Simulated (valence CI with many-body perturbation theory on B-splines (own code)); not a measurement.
## Re⁶⁰⁺: calculated level list

Method: configuration interaction combined with many-body perturbation theory (CI+MBPT): five valence electrons over a frozen Dirac-Fock core [Ne], a basis of 11 s, 11 p, 10 d, 8 f, 5 g, 2 h functions for each j, with the one-electron correlation potential Σ1 (screened to all orders), the two-electron term Σ2, the three-electron term Σ3, Breit, model QED; selected single and double excitations, second order for the rest, scaled by the run's own slope (own B-spline code, finite nucleus).

No measured spectrum was set against this ion. As an estimate, large intervals hold to a few tenths of a per cent, small ones and those within an open d or f shell to about a per cent. Among the levels kept, up to 3100 cm⁻¹ of a level comes from second order outside the variational space, and about a tenth of that is noise between levels of different J, which matters for small intervals.

Levels 136 to 169 of 169, with energies above the lowest level, (3s^2 3p1/2^2 3p3/2) J=3/2. "Leading %" is the weight of the configuration and term that name the level; weights of strongly mixed levels are sums over their largest components and can fall short. In the jj column 3d3/2^4 stands for four electrons in 3d with j = 3/2. Lifetimes count E1, E2, E3, M1 and M2 decay at the calculated energies, and are blank where another channel may lead or the interval is too uncertain; long ones can be off by a factor of two.

| No. | Configuration | Term | J | E (Ry) | Leading % | Second component | Lifetime | Leading jj |
| --- | --- | --- | --- | --- | --- | --- | --- | --- |
| 136 | 3s²3p3d² | ⁴G° | 9/2 | 97.11 | 48 | 15 % 3s²3p3d² ²G° | 226 fs | 3s^2 3p3/2 3d3/2 3d5/2 (78 %) |
| 137 | 3s²3p3d² | ²H° | 11/2 | 97.54 | 59 | 38 % 3s²3p3d² ⁴G° | 486 fs | 3s^2 3p3/2 3d3/2 3d5/2 (93 %) |
| 138 | 3s²3p3d² | ⁴F° | 7/2 | 97.60 | 29 | 17 % 3s²3p3d² ⁴D° | 194 fs | 3s^2 3p3/2 3d3/2 3d5/2 (76 %) |
| 139 | 3s²3p3d² | ⁴D° | 5/2 | 98.11 | 42 | 30 % 3s²3p3d² ⁴P° | 244 fs | 3s^2 3p3/2 3d3/2 3d5/2 (86 %) |
| 140 | 3s²3p3d² | ²F° | 5/2 | 98.21 | 22 | 16 % 3s²3p3d² ⁴D° | 254 fs | 3s^2 3p3/2 3d3/2 3d5/2 (82 %) |
| 141 | 3s²3p3d² | ⁴D° | 3/2 | 98.23 | 34 | 24 % 3s²3p3d² ²D° | 215 fs | 3s^2 3p3/2 3d3/2 3d5/2 (79 %) |
| 142 | 3s²3p3d² | ²G° | 7/2 | 98.24 | 36 | 21 % 3s²3p3d² ⁴D° | 338 fs | 3s^2 3p3/2 3d3/2 3d5/2 (92 %) |
| 143 | 3s²3p3d² | ²S° | 1/2 | 98.58 | 30 | 20 % 3s²3p3d² ⁴P° | 177 fs | 3s^2 3p3/2 3d3/2 3d5/2 (72 %) |
| 144 | 3s3p⁴ | ⁴P | 1/2 | 98.72 | 36 | 34 % 3s3p⁴ ²S | 203 fs | 3s 3p3/2^4 (95 %) |
| 145 | 3p⁴3d | ⁴D | 3/2 | 98.76 | 17 | 10 % 3p⁴3d ²D | 1.60 ps | 3s 3p1/2 3p3/2 3d3/2^2 (50 %) |
| 146 | 3s²3p3d² | ²G° | 7/2 | 99.56 | 36 | 16 % 3s²3p3d² ⁴F° | 240 fs | 3s^2 3p3/2 3d3/2 3d5/2 (84 %) |
| 147 | 3s3p²3d² | ⁶F | 1/2 | 99.79 | 38 | 22 % 3s3p²3d² ⁴D | 1.28 ps | 3s 3p1/2 3p3/2 3d3/2^2 (73 %) |
| 148 | 3p⁴3d | ⁴D | 5/2 | 99.84 | 15 | 14 % 3s3p²3d² ⁶G | 1.16 ps | 3s 3p1/2 3p3/2 3d3/2^2 (57 %) |
| 149 | 3s²3p3d² | ²D° | 5/2 | 100.02 | 34 | 14 % 3s²3p3d² ⁴D° | 186 fs | 3s^2 3p3/2 3d3/2 3d5/2 (77 %) |
| 150 | 3s²3p3d² | ²G° | 9/2 | 100.07 | 69 | 15 % 3s²3p3d² ²H° | 275 fs | 3s^2 3p3/2 3d3/2 3d5/2 (90 %) |
| 151 | 3s²3p3d² | ²D° | 3/2 | 100.36 | 46 | 14 % 3s²3p3d² ⁴F° | 242 fs | 3s^2 3p3/2 3d3/2 3d5/2 (85 %) |
| 152 | 3s²3p3d² | ⁴S° | 3/2 | 100.57 | 29 | 18 % 3s²3p3d² ²D° | 176 fs | 3s^2 3p3/2 3d3/2 3d5/2 (78 %) |
| 153 | 3p⁴3d | ²F | 7/2 | 100.67 | 24 | 23 % 3p⁴3d ²G | 380 fs | 3p1/2^2 3p3/2^2 3d3/2 (75 %) |
| 154 | 3s3p²3d² | ⁶F | 3/2 | 100.83 | 24 | 14 % 3s3p²3d² ⁶G | 510 fs | 3s 3p1/2 3p3/2 3d3/2^2 (62 %) |
| 155 | 3s²3p3d² | ²F° | 5/2 | 100.91 | 59 | 20 % 3s²3p3d² ²D° | 281 fs | 3s^2 3p3/2 3d3/2 3d5/2 (87 %) |
| 156 | 3p⁴3d | ⁴P | 1/2 | 100.97 | 29 | 22 % 3s3p²3d² ⁶F | 463 fs | 3p1/2^2 3p3/2^2 3d3/2 (56 %) |
| 157 | 3s²3p3d² | ²P° | 1/2 | 101.05 | 73 | 15 % 3s²3p3d² ⁴D° | 287 fs | 3s^2 3p3/2 3d3/2 3d5/2 (90 %) |
| 158 | 3s3p²3d² | ⁴G | 7/2 | 101.16 | 24 | 24 % 3s3p²3d² ⁶G | 1.48 ps | 3s 3p1/2 3p3/2 3d3/2^2 (88 %) |
| 159 | 3p⁴3d | ⁴D | 5/2 | 101.17 | 18 | 17 % 3s3p²3d² ⁶G | 365 fs | 3p1/2^2 3p3/2^2 3d3/2 (46 %) |
| 160 | 3p⁴3d | ²D | 3/2 | 102.01 | 43 | 14 % 3p⁴3d ⁴F | 434 fs | 3p1/2^2 3p3/2^2 3d3/2 (73 %) |
| 161 | 3s3p²3d² | ²G | 9/2 | 102.09 | 24 | 16 % 3s3p²3d² ⁴H | 1.54 ps | 3s 3p1/2 3p3/2 3d3/2^2 (93 %) |
| 162 | 3s²3p3d² | ⁴G° | 11/2 | 102.60 | 59 | 40 % 3s²3p3d² ²H° | 3.50 ps | 3s^2 3p3/2 3d5/2^2 (93 %) |
| 163 | 3s²3p3d² | ²D° | 5/2 | 103.13 | 43 | 20 % 3s²3p3d² ⁴P° | 2.79 ps | 3s^2 3p3/2 3d5/2^2 (92 %) |
| 164 | 3s²3p3d² | ²F° | 7/2 | 103.39 | 49 | 33 % 3s²3p3d² ⁴D° | 3.11 ps | 3s^2 3p3/2 3d5/2^2 (95 %) |
| 165 | 3s3p²3d² | ⁴F | 3/2 | 103.63 | 17 | 15 % 3s3p²3d² ⁶D | 354 fs | 3s 3p1/2 3p3/2 3d3/2^2 (83 %) |
| 166 | 3s²3p3d² | ⁴F° | 9/2 | 103.82 | 49 | 42 % 3s²3p3d² ²G° | 1.34 ps | 3s^2 3p3/2 3d5/2^2 (95 %) |
| 167 | 3s3p²3d² | ⁴F | 3/2 | 103.82 | 16 | 8 % 3s3p²3d² ⁶P | 258 fs | 3s 3p1/2 3p3/2 3d3/2^2 (77 %) |
| 168 | 3s3p²3d² | ⁴G | 5/2 | 103.94 | 21 | 9 % 3s3p²3d² ²F | 268 fs | 3s 3p1/2 3p3/2 3d3/2^2 (94 %) |
| 169 | 3s3p²3d² | ⁴G | 5/2 | 104.32 | 31 | 15 % 3s3p²3d² ⁶D | 257 fs | 3s 3p1/2 3p3/2 3d3/2^2 (90 %) |

Where two levels of one J and parity lie close, their mixing, g and order are uncertain.
